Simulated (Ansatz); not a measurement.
Consider the formal exchange of groups at a Ge–C bond: `C=C[CH2][Ge]([CH3])([F])[O]C` + `SC1CO1` → `C[O][Ge]([CH3])([F])[SH]` + `C=CCC1CO1`.

Computed with Ansatz on PBE0-D4/def2-TZVP structures; ΔE is electronic, products minus reactants. CBS: MP2 limit from def2 TZ/QZ plus the TZ coupled-cluster correction, frozen cores. DFT in def2-TZVPP. B3LYP here is the variant with VWN-RPA as its local correlation; programs differ in this. For Ge outer-core shells are correlated without core-valence functions, which leaves a few kJ/mol of doubt a bond. Scalar relativity is left out up to krypton. One conformer a species, not always the lowest.

**Question.** Is it downhill or uphill in electronic energy at CCSD(T)/CBS, and by how much? (An estimate is asked.)

**Answer.** Computed: Downhill: ΔE = -0.80 eV.

**Question.** What do these levels give: PBE0-D4, B3LYP-D4, ωB97M-V, PBE, r2SCAN, B3LYP, HF/def2-TZVPP, CCSD/def2-TZVPP, CCSD(T)/def2-TZVPP, MP2/def2-QZVPP, SCS-MP2/def2-QZVPP, MP2/CBS(def2)? (Best estimate.)

**Answer.** Computed: PBE0-D4 -0.83, B3LYP-D4 -0.80, ωB97M-V -0.83, PBE -0.78, r2SCAN -0.83, B3LYP -0.81, HF/def2-TZVPP -0.93, CCSD/def2-TZVPP -0.83, CCSD(T)/def2-TZVPP -0.81, MP2/def2-QZVPP -0.80, SCS-MP2/def2-QZVPP -0.81, MP2/CBS(def2) -0.80 eV.

Largest T1 diagnostic among the species: 0.012.

From PBE to PBE0 (25 % exact exchange), in def2-TZVPP and without D4, ΔE moves by −0.06 eV. In def2-TZVPP, CCSD(T) changes the Hartree–Fock value by +0.12 eV (the triples alone add +0.02 eV) and MP2 by +0.12 eV.
